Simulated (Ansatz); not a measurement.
Ideal-gas functions of `[CH]1=N[SiH2][AlH]1` at 500 K and 1 bar, from an Ansatz frequency run at PBE0-D4/def2-TZVP.

Molar mass 85.12 g/mol, point group Cs (symmetry number 1), electronic degeneracy 1, moments of inertia 69.155, 111.106, 174.494 u Å². Harmonic wavenumbers (cm⁻¹, unscaled): 74, 337, 380, 403, 486, 518, 656, 672, 685, 779, 882, 951, 1290, 1579, 1874, 2199, 2204, 3011.

Use S(trans) = R[1.5 ln M + 2.5 ln T − 1.1517]; rotational temperatures θ = 24.2544 K / I; S(rot) = R[ln(√π/σ · √(T³/θAθBθC)) + 1.5]; for each mode x = 1.438777 ν̃/T, S = R[x/(eˣ − 1) − ln(1 − e⁻ˣ)] and H = RT x/(eˣ − 1); 1 cm⁻¹ = 0.0119627 kJ/mol; R = 8.31446 J/(mol·K).

Question: By hand: the entropy, in J/(mol·K).

Answer: Translation 175.0. Rotation: θ = 0.3507, 0.2183, 0.139 K, giving 113.6. Vibration, mode by mode: 21.19, 8.89, 7.97, 7.53, 6.17, 5.72, 4.17, 4.02, 3.90, 3.15, 2.50, 2.13, 0.98, 0.49, 0.24, 0.11, 0.11, 0.01, in all 79.3. Electronic 0.0. Sum 367.9 J/(mol·K).

Question: By hand: H − E and G − E in kJ/mol, counted from the electronic energy.

Answer: Zero-point energy ½ × 18980 × 0.0119627 = 113.5; thermal vibration 22.1; translation, rotation and pV give 4 RT = 16.6. H − E = 152.2 kJ/mol, and G − E = 152.2 − 500 × 367.9/1000 = -31.8 kJ/mol.

Vibration gives 22 % of the entropy, 21.2 J/(mol·K) of it from the mode under 150 cm⁻¹: soft modes count most, and the harmonic formula is weakest for them.
